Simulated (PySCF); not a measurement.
Several structures and their simulated spectra, in scrambled order.

A. SMILES CN[SiH2]c1cnccn1
B. SMILES O=C[C@@H](F)[C@@H]1O[C@H]1F
C. `O=C(CC([SiH3])[SiH3])C(F)(F)F`
D. `InChI=1S/CH9ClN2Si4/c2-8(4(5)6)7-1-3/h8H,7H2,5-6H3/t8-/m1/s1`

Spectrum 1. ¹H NMR (300 MHz, computed): δ 10.33 (m, 1H), 5.91 (m, 1H), 4.52 (m, 1H), 3.27 (m, 1H). ¹³C{¹H} NMR (computed): δ 211.3 (CH), 99.9 (CH), 86.1 (CH), 58.3 (CH).

Spectrum 2. ¹H NMR (300 MHz, computed): δ 3.99 (d, 6H), 3.28 (d, 2H), 0.46 (m, 1H). ¹³C{¹H} NMR (computed): δ 203.6 (C), 125.6 (C), 41.8 (CH2), -3.9 (CH).

Spectrum 3. ¹H NMR (300 MHz, computed): δ 6.22 (m, 1H), 4.88 (s, 6H), 4.36 (m, 1H), 4.15 (m, 1H). ¹³C{¹H} NMR (computed): δ 122.3 (C).

Spectrum 4. ¹H NMR (300 MHz, computed): δ 9.24 (s, 1H), 8.92 (m, 1H), 8.79 (m, 1H), 5.34 (s, 2H), 2.95 (s, 3H), -0.12 (br s, 1H). ¹³C{¹H} NMR (computed): δ 165.0 (C), 157.8 (CH), 150.6 (CH), 150.4 (CH), 32.8 (CH3).

No solvent, single conformer, no relativistic terms, averaged over atoms made equivalent by symmetry, fast rotation or ring inversion. Coordinates at the GFN2-xTB level; shieldings: GIAO PBE0/pcSseg-1; PySCF 2.14.

References, each an isolated molecule treated in the same way: TMS for ¹H (σ = 31.72 ppm), ¹³C (σ = 186.93 ppm). Splittings of carbon signals by F and P are missing where no couplings were computed. Where no couplings were computed, multiplicities follow the n + 1 count of equivalent neighbours, and m marks all less simple cases (inequivalent or close neighbours, rings, F or P nearby). Shifts are as computed. Against solution values, carbons near 30 ppm lie about +3 ppm off and those near 130 ppm about +5 ppm. Of 1309 compounds with measured shifts, 239 miss one by over three times the rms of a fit or turn the order of signals round; such compounds aren't used in these exercises. OH and NH positions are gas-phase values without hydrogen bonding to other molecules.

Which spectrum belongs to which compound?

Results:

1–B, 2–C, 3–D, 4–A.

- Spectrum 1 (B): 4 ¹³C signals; δC 211.3 is an aldehyde carbonyl carbon; δC 99.9 is an sp3 CH bonded to F, α to a carbonyl.
- Spectrum 2 (C): 4 ¹³C signals; δC 203.6 is a ketone carbonyl carbon; δC 125.6 is a CF3 carbon.
- Spectrum 3 (D): a single ¹³C signal, at 122.3 ppm (nitrile carbon); δH 6.22 is the hydrogen on a silicon bonded to Cl, N, Si; δH 4.88 is the hydrogen on a silicon bonded to N.
- Spectrum 4 (A): 5 ¹³C signals; δC 157.8 is an aromatic CH next to a ring nitrogen; δC 150.6 is an aromatic CH next to a ring nitrogen.
